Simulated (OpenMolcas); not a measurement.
## C2H5ClSi (SMILES ClC1C[SiH2]1): methods side by side

The species is C2H5ClSi (9 atoms), meant as a singlet with charge 0. SMILES: `ClC1C[SiH2]1`. The shape is that of a PBE0-D4/def2-TZVP optimisation.

Quantity: the vertical energy of the triplet above the singlet, in eV. The values are calculated.

```csv
level,kind,program,value (eV),less CCSD(T)/def2-SVP,CPU time (all runs)
HF/def2-SVP,Hartree–Fock,OpenMolcas,5.09,-0.20,17 s
SVWN5/def2-SVP,LDA,OpenMolcas,4.77,-0.52,43 s
PBE/def2-SVP,GGA,OpenMolcas,4.66,-0.63,69 s
revPBE/def2-SVP,GGA,OpenMolcas,4.65,-0.64,75 s
M06-L/def2-SVP,meta-GGA,OpenMolcas,4.92,-0.37,1.7 min
B3LYP/def2-SVP,global hybrid,OpenMolcas,4.96,-0.33,75 s
M06-2X/def2-SVP,hybrid meta-GGA,OpenMolcas,5.20,-0.09,1.7 min
"CCSD(T)/def2-SVP, open shells restricted",coupled cluster or CI,OpenMolcas,5.29,0.00,87 s
```

CCSD(T)/def2-SVP, open shells restricted is the highest level here, not the true value. The values span 4.65 to 5.29 eV. Times are those of the runs behind each value, whatever else they computed, on shared processors of several kinds: orders of magnitude only.
